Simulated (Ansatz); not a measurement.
Breaking the Se1–H2 bond in H2OSe (SMILES O[SeH]) (multiplicity 1 held, fragments rigid). Energies count from the point at 1.482 Å.
Geometry at that point (charge 0, multiplicity 1):
| atom | x (Å) | y (Å) | z (Å) |
|---|---|---|---|
| Se | -0.2423 | -0.0634 | 0.2813 |
| H | -1.3282 | -0.3874 | -0.6732 |
| O | 1.0652 | 0.1787 | -0.9608 |
| H | 1.0461 | 1.1122 | -1.2051 |

Signs of static correlation in cc-pVDZ, with CASSCF(4,3), from Ansatz (a first-principles code) runs.

| R (Å) | T1 of restricted CCSD | ⟨S²⟩ of UHF | largest double amplitude of restricted CCSD | weight of the CASSCF reference in MRCISD | CASSCF natural occupations |
|---|---|---|---|---|---|
| 1.185 | 0.011 | 0.000 | 0.041 | 0.912 | 2.00 1.99 0.01 |
| 1.333 | 0.011 | 0.000 | 0.041 | 0.911 | 2.00 1.98 0.02 |
| 1.482 | 0.012 | 0.000 | 0.040 | 0.911 | 2.00 1.97 0.03 |
| 1.630 | 0.013 | 0.000 | 0.050 | 0.911 | 2.00 1.96 0.04 |
| 1.778 | 0.014 | 0.000 | ___ | 0.910 | 2.00 1.93 0.07 |
| 2.000 | 0.016 | 0.301 | 0.173 | 0.910 | 2.00 1.88 0.12 |
| 2.222 | 0.019 | 0.652 | 0.251 | 0.909 | 2.00 1.80 0.20 |
| 2.593 | 0.023 | 0.888 | 0.390 | 0.909 | 2.00 1.61 0.39 |
| 2.963 | 0.028 | 0.967 | ___ | 0.908 | 2.00 1.41 0.59 |
| 3.408 | 0.032 | 0.997 | 0.662 | 0.908 | 2.00 1.23 0.77 |
| 4.000 | 0.034 | 1.007 | 0.779 | 0.908 | 2.00 1.10 0.90 |
| 4.741 | 0.033 | 1.009 | 0.847 | 0.908 | 2.00 1.03 0.97 |

Problem. Some entries are withheld; supply them.

Solution. 
- 1.778, largest double amplitude of restricted CCSD: 0.100
- 2.963, largest double amplitude of restricted CCSD: 0.526

Doubts at one or more of the structures used: active orbitals that take no part (SC-NEVPT2 on CASSCF(4,3)/cc-pVDZ); a restricted determinant that unrestricted orbitals would lower (R-CCSD(T)/cc-pVDZ); other coupled-cluster roots lie near (R-CCSD(T)/cc-pVDZ); a spin-contaminated determinant (U-CCSD(T)/cc-pVDZ); T1 above 0.05 (U-CCSD(T)/cc-pVDZ).
